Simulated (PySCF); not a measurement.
C2H6Si, triplet, at a GFN2-xTB geometry (the spin is typed, not shown lowest); PySCF with HF/def2-SVP.

PySCF was given this input:
```python
from pyscf import gto, scf

mol = gto.M(
    atom='''
Si   -0.225573    0.100488    0.543546
C     0.808156    1.430627   -0.365626
H     0.899633    2.325149    0.240102
H     0.339152    1.704414   -1.308169
H     1.808524    1.060634   -0.579358
C    -0.507828   -1.564418   -0.358052
H     0.440909   -2.051916   -0.571486
H    -1.028462   -1.408136   -1.300298
H    -1.103704   -2.234239    0.251633
''',
    basis='def2-svp',
    charge=0,
    spin=2,
    verbose=5,
)

mf = scf.UHF(mol)
mf.kernel()
mf.analyze()
```

**Question.** What does PySCF print? Leave out banner, timings and long lists.

**Answer.** 
```
PySCF version 2.14.0

[INPUT] verbose = 5
[INPUT] max_memory = 4000
[INPUT] num. atoms = 9
[INPUT] num. electrons = 32
[INPUT] charge = 0
[INPUT] spin (= nelec alpha-beta = 2S) = 2
[INPUT] symmetry False subgroup None
[INPUT] Mole.unit = angstrom
[INPUT] Symbol           X                Y                Z      unit          X                Y                Z       unit  Magmom
[...]
[INPUT] ---------------- BASIS SET ----------------
[INPUT] l, kappa, [nprim/nctr], expnt,             c_1 c_2 ...
[INPUT] C
[...]
                                186.29004992      0.040638409211
                                42.251176346      0.18025593888
                                11.676557932      0.46315121755
                                3.5930506482      0.44087173314
[...]
                                2.0103545142      0.21117025112
                                0.54771004707     0.51328172114
[...]
[INPUT] H
[...]
                                1.9622572         0.13796524
                                0.44453796        0.47831935
[...]
[INPUT] Si
[...]
                                1038.4346419      0.0099966546241
                                235.8758148       0.044910165101
                                66.069385169      0.1146363854
                                20.247945761      0.10280063858
[...]
                                3.6370788192      -0.43028836252
                                1.4002048599      -0.41382774969
[...]
                                41.907258846      0.043399431982
                                12.955294367      0.15632019351
                                4.4383267393      0.29419996982
                                1.5462247904      0.23536823814
[...]
nuclear repulsion = 95.5944892906109
number of shells = 38
number of NR pGTOs = 126
number of NR cGTOs = 76
basis = def2-svp
ecp = {}

******** <class 'pyscf.scf.uhf.UHF'> ********
method = UHF
initial guess = minao
damping factor = 0
level_shift factor = 0
DIIS = <class 'pyscf.scf.diis.CDIIS'>
diis_start_cycle = 1
diis_space = 8
diis_damp = 0
SCF conv_tol = 1e-09
SCF conv_tol_grad = None
SCF max_cycles = 50
direct_scf = True
direct_scf_tol = 1e-13
number electrons alpha = 17  beta = 15
Set gradient conv threshold to 3.16228e-05
E1 = -695.0492291880912  E2 = 231.49967091442022  Ecoul = 264.27567115719563  Exc = -32.77600024277541
init E= -367.95506898306
cond(S) = 453.0709115350149

  alpha mo_energy =
[-6.87092718e+01 -1.13157758e+01 -1.13156419e+01 -6.10636174e+00
 -4.20541837e+00 -4.20305473e+00 -4.20166290e+00 -1.27257915e+00
 -1.19998216e+00 -5.99915092e-01 -5.03390639e-01 -5.03104889e-01
 -4.79466164e-01 -4.76344959e-01 -3.35141748e-01 -1.50975185e-01
 -3.74219492e-02  1.06702802e-01  1.32142702e-01  1.99679426e-01
  2.08883626e-01  2.19275340e-01  2.28880158e-01  2.30659892e-01
  2.47828709e-01  3.30663645e-01  5.03787784e-01  5.20067803e-01
  5.55588868e-01  5.76170675e-01  5.84198376e-01  6.25534365e-01
  6.90864081e-01  7.01665113e-01  7.04175432e-01  7.47635736e-01
  7.92656857e-01  8.09668796e-01  8.18757663e-01  8.27047212e-01
  8.32414888e-01  8.43517906e-01  8.56390158e-01  8.67387655e-01
  9.07749236e-01  1.02641605e+00  1.04858698e+00  1.09378960e+00
  1.40757156e+00  1.41461530e+00  1.45076826e+00  1.49545123e+00
  1.75550252e+00  1.75556482e+00  1.93928217e+00  1.97103276e+00
  1.97335015e+00  1.99694712e+00  2.03280312e+00  2.11295984e+00
  2.17089797e+00  2.18617221e+00  2.21909933e+00  2.22266882e+00
  2.46385716e+00  2.50156759e+00  2.66931622e+00  2.68360803e+00
  2.68768718e+00  2.70010367e+00  2.96287441e+00  2.97641080e+00
  3.19162710e+00  3.19786133e+00  3.20000408e+00  3.22902616e+00]
  beta  mo_energy =
[-6.87092718e+01 -1.13157758e+01 -1.13156419e+01 -6.10636174e+00
 -4.20541837e+00 -4.20305473e+00 -4.20166290e+00 -1.27257915e+00
 -1.19998216e+00 -5.99915092e-01 -5.03390639e-01 -5.03104889e-01
 -4.79466164e-01 -4.76344959e-01 -3.35141748e-01 -1.50975185e-01
[...]
converged SCF energy = -367.947543057264  <S^2> = 2.0042188  2S+1 = 3.0028112
Total Energy =                        -367.947543057264056
[...]

 ** Mulliken spin pop alpha/beta on meta-lowdin orthogonal AOs **
 ** Mulliken Spin Density (per AO)  **
spin_pop of  0 Si 1s       -0.00000
spin_pop of  0 Si 2s        0.00007
spin_pop of  0 Si 3s        0.33508
spin_pop of  0 Si 4s        0.00643
spin_pop of  0 Si 2px       0.00000
spin_pop of  0 Si 2py      -0.00000
spin_pop of  0 Si 2pz       0.00000
spin_pop of  0 Si 3px       0.74108
spin_pop of  0 Si 3py       0.14570
spin_pop of  0 Si 3pz       0.62356
spin_pop of  0 Si 4px       0.00274
spin_pop of  0 Si 4py       0.00048
spin_pop of  0 Si 4pz       0.00004
spin_pop of  0 Si 3dxy      0.00242
spin_pop of  0 Si 3dyz     -0.00025
spin_pop of  0 Si 3dz^2     0.00283
spin_pop of  0 Si 3dxz      0.00121
spin_pop of  0 Si 3dx2-y2    0.00203
spin_pop of  1 C 1s       -0.00000
spin_pop of  1 C 2s        0.00622
spin_pop of  1 C 3s        0.00004
spin_pop of  1 C 2px       0.00374
spin_pop of  1 C 2py       0.00837
spin_pop of  1 C 2pz       0.00974
spin_pop of  1 C 3px       0.00043
spin_pop of  1 C 3py       0.00013
spin_pop of  1 C 3pz       0.00062
spin_pop of  1 C 3dxy      0.00001
spin_pop of  1 C 3dyz      0.00003
spin_pop of  1 C 3dz^2     0.00008
spin_pop of  1 C 3dxz     -0.00004
spin_pop of  1 C 3dx2-y2    0.00009
spin_pop of  2 H 1s       -0.00370
spin_pop of  2 H 2s        0.00012
spin_pop of  2 H 2px       0.00001
spin_pop of  2 H 2py       0.00004
spin_pop of  2 H 2pz      -0.00003
spin_pop of  3 H 1s        0.02031
spin_pop of  3 H 2s        0.00087
spin_pop of  3 H 2px       0.00006
spin_pop of  3 H 2py      -0.00003
spin_pop of  3 H 2pz      -0.00002
spin_pop of  4 H 1s        0.02031
spin_pop of  4 H 2s        0.00087
spin_pop of  4 H 2px      -0.00003
spin_pop of  4 H 2py       0.00006
spin_pop of  4 H 2pz      -0.00002
spin_pop of  5 C 1s       -0.00000
spin_pop of  5 C 2s        0.00622
spin_pop of  5 C 3s        0.00004
spin_pop of  5 C 2px      -0.00454
spin_pop of  5 C 2py       0.01676
spin_pop of  5 C 2pz       0.00963
spin_pop of  5 C 3px       0.00049
spin_pop of  5 C 3py       0.00007
spin_pop of  5 C 3pz       0.00063
spin_pop of  5 C 3dxy      0.00009
spin_pop of  5 C 3dyz     -0.00012
spin_pop of  5 C 3dz^2     0.00008
spin_pop of  5 C 3dxz      0.00011
spin_pop of  5 C 3dx2-y2    0.00001
spin_pop of  6 H 1s        0.02031
spin_pop of  6 H 2s        0.00087
spin_pop of  6 H 2px       0.00009
spin_pop of  6 H 2py      -0.00006
spin_pop of  6 H 2pz      -0.00002
spin_pop of  7 H 1s        0.02031
spin_pop of  7 H 2s        0.00087
spin_pop of  7 H 2px       0.00000
spin_pop of  7 H 2py       0.00003
spin_pop of  7 H 2pz      -0.00002
spin_pop of  8 H 1s       -0.00370
spin_pop of  8 H 2s        0.00012
spin_pop of  8 H 2px       0.00001
spin_pop of  8 H 2py       0.00004
spin_pop of  8 H 2pz      -0.00003
 ** Mulliken Spin Density (per atom)  **
spin density of  0 Si =      1.86342
spin density of  1 C =      0.02947
spin density of  2 H =     -0.00356
spin density of  3 H =      0.02119
spin density of  4 H =      0.02119
spin density of  5 C =      0.02947
spin density of  6 H =      0.02119
spin density of  7 H =      0.02119
spin density of  8 H =     -0.00356
 ** Mulliken pop alpha/beta on meta-lowdin orthogonal AOs **
 ** Mulliken pop       alpha | beta **
In total            17.00000 | 15.00000
 ** Mulliken atomic charges   ( Nelec_alpha | Nelec_beta ) **
charge of  0Si =      0.35754  (     7.75294      5.88952 )
charge of  1C =     -0.47169  (     3.25058      3.22111 )
charge of  2H =      0.10230  (     0.44707      0.45063 )
charge of  3H =      0.09531  (     0.46294      0.44175 )
charge of  4H =      0.09531  (     0.46294      0.44175 )
charge of  5C =     -0.47169  (     3.25058      3.22111 )
charge of  6H =      0.09531  (     0.46294      0.44175 )
charge of  7H =      0.09531  (     0.46294      0.44175 )
charge of  8H =      0.10230  (     0.44707      0.45063 )
Dipole moment(X, Y, Z, Debye):  0.16463, -0.07334, -0.39670
```
